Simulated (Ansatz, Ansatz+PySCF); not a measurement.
```yaml
atoms:
  - { symbol: F, position_ang: [0.0000, 0.3765, -1.3202] }
  - { symbol: P, position_ang: [0.0000, -0.7529, 0.0000] }
  - { symbol: F, position_ang: [0.0000, 0.3765, 1.3202] }
```

Basis set: def2-SVP (spherical functions). Frozen core: 7 orbitals. Correlation on ROHF uses semicanonical orbitals with singles. Charge 0, multiplicity 2.

Computed with Ansatz (development build ahead of 0.2.0); each method stands on the lowest determinant of its kind that the runs found.

The atomization energy at this shape (free ground-state atoms in the same class of orbitals less the molecule, no zero-point energy) of doublet PF₂:

| method | atomization energy |
| --- | --- |
| ROHF-MP2 | 8.39 eV |
| UHF-MP2 | 8.37 eV |
| ROHF | 4.79 eV |
| UHF | 4.74 eV |

What does ROHF-CCSD(T) give?

7.90 eV. Caution: the shape is not the minimum.
